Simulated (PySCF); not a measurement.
Bi(Me)2(OMe), SMILES [CH3][Bi]([O]C)[CH3], PBE0/def2-SVP optimised geometry.

```
14

Bi    -0.77    -0.84     0.00
C     -0.86     1.43     0.00
H     -1.89     1.76     0.21
H     -0.56     1.79    -1.00
H     -0.17     1.84     0.75
C      1.50    -0.84     0.00
H      1.87    -1.84     0.24
H      1.89    -0.11     0.73
H      1.85    -0.56    -1.01
O     -1.04    -1.12     2.08
C     -0.32    -0.38     3.01
H     -0.49     0.71     2.95
H     -0.63    -0.70     4.02
H      0.78    -0.54     2.95
```

Density from PBE0/def2-TZVP, def2 effective core potentials past Kr (PySCF) at that geometry. The core electrons that the potentials of Bi replace are not part of the density.

Minimum of the electron density along straight lines between bonded atoms, close to the bond critical point (lines longer than 1.1 times the sum of covalent radii, or with two minima, are not listed):

| bond | length / Å | ρ at the minimum / e bohr⁻³ | ∇²ρ there / e bohr⁻⁵ | position (fraction from the first atom) |
|---|---|---|---|---|
| Bi1–C2 | 2.275 | 0.098 | 0.07 | 0.53 |
| C2–H3 | 1.099 | 0.269 | -0.89 | 0.64 |
| C2–H4 | 1.101 | 0.267 | -0.87 | 0.64 |
| C2–H5 | 1.099 | 0.269 | -0.89 | 0.64 |
| Bi1–C6 | 2.275 | 0.098 | 0.07 | 0.53 |
| C6–H7 | 1.099 | 0.269 | -0.89 | 0.64 |
| C6–H8 | 1.099 | 0.269 | -0.89 | 0.64 |
| C6–H9 | 1.101 | 0.267 | -0.87 | 0.64 |
| Bi1–O10 | 2.113 | 0.105 | 0.32 | 0.53 |
| O10–C11 | 1.388 | 0.277 | -0.63 | 0.65 |
| C11–H12 | 1.110 | 0.272 | -0.92 | 0.64 |
| C11–H13 | 1.106 | 0.274 | -0.94 | 0.64 |
| C11–H14 | 1.110 | 0.272 | -0.92 | 0.64 |
